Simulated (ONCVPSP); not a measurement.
nitrogen (N): excitation energies, all-electron against ONCV

* Element: nitrogen (N)
* Generator: ONCVPSP 4.0.1
* Type: optimised norm-conserving Vanderbilt (ONCV)
* Functional: PBE
* Relativity: non-relativistic
* Frozen core: [He]
* Valence charge: 5
* Reference configuration: 2s1 2p4
* Partial waves: 2s: rc 1.00 bohr, ncon 3, nbas 5, qcut 7.2 1/bohr, local; 2p: rc 2.15 bohr, ncon 5, nbas 8, qcut 7 1/bohr, 2 projectors, debl 3.3 Ha; d scattering state at 0.03 Ha: rc 1.65 bohr, ncon 5, nbas 9, qcut 4.9 1/bohr, 3 projectors, debl 1.6 Ha
* Local potential: the s channel
* Core correction: none

Energies are relative to the spin-unpolarised reference configuration 2s1 2p4; without spin polarisation the order of configurations can differ from experiment.

Problem. Give the all-electron excitation energy and the error of the potential for: 2s2 2p3; 2s2 2p2; 2s2 2p1; 2s1 2p0.

Solution.

```
valence configuration  charge  ΔE all-electron (eV)  error AE − PS (meV)
              2s2 2p3       0               -11.477                 -3.1
              2s2 2p2      +1                 2.120                 +143
              2s2 2p1      +2                30.978                 +697
              2s1 2p0      +4               155.831                +3510
```

Note: ghosts flagged at negative energy: d at -412.8 eV; GHOST(+) flags only above 600 eV. A true bound ghost makes a file unfit for plane-wave use.
